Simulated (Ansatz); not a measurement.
Abridged output of a molecular run in Ansatz:

```
Functional definition: HF
831 factors; integrals over basis functions are off by at most 1.2e-3 eV
mean field evaluation 1: about -13037.3422 eV, gradient 3.1e1 eV
mean field evaluation 2: about -13037.3434 eV, gradient 3.1e1 eV
mean field evaluation 4: about -13041.1646 eV, gradient 2.4e0 eV
mean field evaluation 8: about -13041.2151 eV, gradient 1.4e-1 eV
mean field -13041.21558709 eV, -479.2558331722 hartree, gradient 3.2e-6 eV, S^2 0.759154; 0 other end points of the search recorded, 0 dependent functions left out
8 core orbitals not correlated: weight in the atoms' cores, before any rotation towards them, 1.000 or more for the frozen orbitals, at most 0.000 for the correlated occupied ones
reference -13041.21558709 eV, -479.2558331722 hartree; 13, 12 occupied and 64, 65 virtual orbitals, 831 factors
second order -15.81776506 eV of doubles, -0.00000000 eV of singles
cycle   1  -16.36876540 eV  change   -5.5e-1 eV  update   8.4e-2
cycle   2  -16.74413518 eV  change   -3.8e-1 eV  update   2.5e-2
cycle   3  -16.84325094 eV  change   -9.9e-2 eV  update   1.3e-2
cycle   4  -16.84243447 eV  change    8.2e-4 eV  update   3.6e-3
cycle   5  -16.84165301 eV  change    7.8e-4 eV  update   1.6e-3
cycle   6  -16.84200367 eV  change   -3.5e-4 eV  update   5.6e-4
cycle   7  -16.84201354 eV  change   -9.9e-6 eV  update   2.4e-4
cycle   8  -16.84203816 eV  change   -2.5e-5 eV  update   8.6e-5
cycle   9  -16.84205804 eV  change   -2.0e-5 eV  update   4.5e-5
cycle  10  -16.84204248 eV  change    1.6e-5 eV  update   2.0e-5
perturbative correction -0.35473614 eV, -0.0130363126 hartree
Total energy: -13058.41236571 eV, -479.8878031299 hartree
Checks for a lower state left out: cluster_reference
```

Its atoms:

Z-matrix (Å, degrees):
```
Si
O 1 1.645
O 1 1.645 2 113.1
C 1 1.833 2 112.3 3 -118.2
H 1 1.484 2 102.7 3 119.5
H 2 0.959 1 117.0 3 67.8
H 3 0.958 1 117.1 2 63.4
H 4 1.085 1 122.5 2 131.9
H 4 1.086 1 122.4 2 -50.5
```

Which basis set was used?
A. def2-SVP
B. def2-QZVPP
C. def2-TZVPP
D. cc-pV(Q+d)Z

A. It gives 85 functions.

Write the keys of the input that set method, charge and spin (a neutral closed shell needs none for the last two).


```yaml
magnetization: {spin_polarized: true, initial_magnetization: 1}
correlation: {method: ccsd_t}
scf: {omitted_lower_state_checks: [cluster_reference]}
```
